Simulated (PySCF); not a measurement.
A side-by-side comparison of computed properties.

First species: C₆H₁₁FOS.
SMILES with atom numbers: `[CH3:1][S:2]/[C:3](=[CH:4]/[F:5])[C@@H:6]([CH3:7])[CH2:8][OH:9]` (hydrogens: H10, H11, H12 on C1; H13 on C4; H14 on C6; H15, H16, H17 on C7; H18, H19 on C8; H20 on O9)

Second species: (CH3)3CCF2CH3, C6H12F2.
Structure used (GFN2-xTB), in Å, numbered top down from 1:
```
atom  x, y, z in Å
C1    -1.627   -0.683    0.708
C2    -0.444   -0.083   -0.062
C3    -0.751    1.375   -0.412
C4    -0.197   -0.897   -1.334
C5     0.804   -0.148    0.848
C6     2.103    0.399    0.282
F7     0.539    0.505    2.025
F8     1.016   -1.448    1.231
H9    -1.422   -1.717    0.975
H10   -1.812   -0.121    1.620
H11   -2.523   -0.653    0.094
H12    0.012    1.796   -1.062
H13   -1.704    1.428   -0.932
H14   -0.818    1.978    0.490
H15    0.128   -1.904   -1.085
H16    0.556   -0.430   -1.963
H17   -1.120   -0.965   -1.905
H18    2.879    0.284    1.036
H19    1.993    1.453    0.047
H20    2.386   -0.157   -0.605
```

Levels: PBE0/pcSseg-1 for dipole moment, HOMO energy, LUMO energy and HOMO–LUMO gap; GFN2-xTB for rotational constant A and rotational constant C. Geometries: GFN2-xTB. Each species is one conformer at its optimised geometry, gas phase, non-relativistic unless stated. Electronic properties by PySCF.

The conformers computed, where there is a choice (atom-mapped SMILES and torsion angles):
- `[CH3:1][S:2]/[C:3](=[CH:4]/[F:5])[C@@H:6]([CH3:7])[CH2:8][OH:9]`: C1–S2–C3–C4 -12°, S2–C3–C6–C7 126°, C3–C6–C8–O9 55°, H–O9–C8–C6 55°
- `[CH3:1][C:2]([CH3:3])([CH3:4])[C:5]([CH3:6])([F:7])[F:8]`: C1–C2–C5–C6 180°

(1) Which has the higher HOMO–LUMO gap?

(2) Which of the two has the higher rotational constant A, and by how much?

(3) Which has the higher HOMO energy?

(4) Which of the two has the higher rotational constant C, and by how much?

(5) Which has the higher dipole moment?

(6) Which of the two has the higher LUMO energy, and by how much?

Results:

(1) The second: 10.25 eV against 6.49 eV, a difference of 3.76 eV.

(2) The second: 2.456 GHz against 1.589 GHz, a difference of 0.867 GHz.

(3) The first: -6.10 eV against -8.90 eV, a difference of 2.80 eV.

(4) The second: 1.739 GHz against 0.853 GHz, a difference of 0.886 GHz.

(5) The second: 2.23 D against 1.68 D, a difference of 0.55 D.

(6) The second: 1.35 eV against 0.39 eV, a difference of 0.96 eV.

On the first: The dipole matches unit charges of opposite sign 0.35 Å apart (1 e·Å = 4.8032 D).

On the second: The dipole matches unit charges of opposite sign 0.46 Å apart (1 e·Å = 4.8032 D). A dipole of 2.23 D is allowed in Cs, and pure rotational transitions are dipole-allowed.
